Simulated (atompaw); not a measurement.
**What one change does to a pseudopotential (antimony (Sb), PAW (atompaw))**

atompaw 4.2.0.5 input, output lines left out:

```
Sb 51
GGA-PBE scalarrelativistic loggrid 1500 logderivrange -5 5 251
5 5 4 0 0 0
5 0 1.5
5 1 3.5
0 0 0
c
c
c
c
v
c
c
c
v
c
v
2
2.45 2.30 2.05 1.55
y
0.25
n
y
0.85
n
y
-0.9
n
custom rrkj vanderbiltortho besselshape
3 0 ultrasoft
2.45
2.45
2.45
2.45
2.45
2.45
```

All-electron outer shells of the reference configuration (PBE, scalar-relativistic, ld1.x):

```
shell  level (eV)  outermost node (bohr)  outermost maximum (bohr)
   4s     -149.58                   0.39                      0.73
   4p     -102.53                   0.39                      0.76
   4d      -34.22                   0.38                      0.84
   5s      -13.24                   0.95                      1.88
   5p       -5.12                   1.04                      2.32
```

Change: waves 5s (bound); 5s channel at 0.25 Ry; 5p (bound); 5p channel at 0.85 Ry; 4d (bound); 4d channel at -0.9 Ry; augmentation besselshape compensation charge, radius 2.30 bohr; PAW radius 2.45 bohr; waves and projectors: bloechl.

Cutoffs: the cutoffs (Ry, on a coarse ladder) from which the occupation-weighted sum of valence levels, in a spherical-Bessel basis at the reference potential, stays within 10 and 1 mRy of its value at 400 Ry; they do not see the model core or the augmentation charge, which bear on the density cutoff.

Task: What does the change do?

Result: The potential gets harder (18 Ry and 30 Ry → 45 Ry and 60 Ry); a bound ghost appears in s, which as a rule spoils a file; the p channel binds one level more than in the base; the range in which the p phases agree narrows (upper end 4.1 → -0.2); the range in which the d phases agree widens (upper end 0.6 → at the end of the scan).

| quantity | base | changed |
| --- | --- | --- |
| cutoff, loose | 18 Ry | 45 Ry |
| cutoff, tight | 30 Ry | 60 Ry |
| loose cutoff by channel (10 mRy a level) | s 6 Ry, p 6 Ry, d 15 Ry | s 6 Ry, p 6 Ry, d 35 Ry |
| bound ghosts | none | s |
| s: phases at 2.45 bohr within 0.05 rad from the reference energy up to (Ry; the scan ends near 5) | 4.3 | 3.6 |
| p: phases at 2.45 bohr within 0.05 rad from the reference energy up to (Ry; the scan ends near 5) | 4.1 | -0.2 |
| d: phases at 2.45 bohr within 0.05 rad from the reference energy up to (Ry; the scan ends near 5) | 0.6 | to the end of the scan |
| lowest overlap eigenvalue by channel | s 0.29, p 0.51, d 0.81 | s 0.01, p 0.01, d 0.86 |

 A true bound ghost makes a file unfit for plane-wave use even where its test errors are small: the radial tests pick states by their node count and pass the ghost by. The cutoffs see the waves, projectors and local potential, not the compensation charge or the core.
